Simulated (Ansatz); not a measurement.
## Abstraction of H: C3H5Ga + Al(CH2)(CH3)F → C3H4Ga + Al(CH3)2F

Species: C3H5Ga `C#[C][GaH][CH3]`, singlet; Al(CH2)(CH3)F, doublet; C3H4Ga `C#[C][Ga][CH3]`, doublet; Al(CH3)2F, singlet. A radical takes H: the energy is the difference in strength between the Ga–H bond broken and the C–H bond made.

Shapes, held fixed at every level: PBE0-D4/def2-TZVP. Flexible molecules stand in one conformer, not always the lowest. Programs: Ansatz 0.2.0. Electronic energies: no zero-point or thermal term.

```tsv
level	kind	ΔE (kJ/mol)	less CCSD(T)/def2-TZVPP
HF/def2-TZVPP	Hartree–Fock	-50.4	+26.6
BHLYP-D4/def2-TZVPP	global hybrid	-72.5	+4.5
r2SCAN0-D4/def2-TZVPP	global hybrid	-77.0	0.0
wB97M-V/def2-TZVPP	range-separated hybrid	-85.5	-8.5
MP2/def2-SVP	perturbation theory	-85.3	-8.3
MP2/def2-TZVPP	perturbation theory	-85.3	-8.3
CCSD(T)/def2-SVP	coupled cluster or CI	-79.2	-2.2
CCSD(T)/def2-TZVPP	coupled cluster or CI	-77.0	0.0
```

The highest level, CCSD(T)/def2-TZVPP, gives ΔE = -77.0 kJ/mol; the levels span -85.5 to -50.4. The column of differences is taken from that level and isn't an error. No measured value is set beside it here. Open shells run unrestricted unless RO is named. Relativity is left out for Ga unless named. Correlated rows may include outer-core shells of Ga, which these sets cover unevenly.
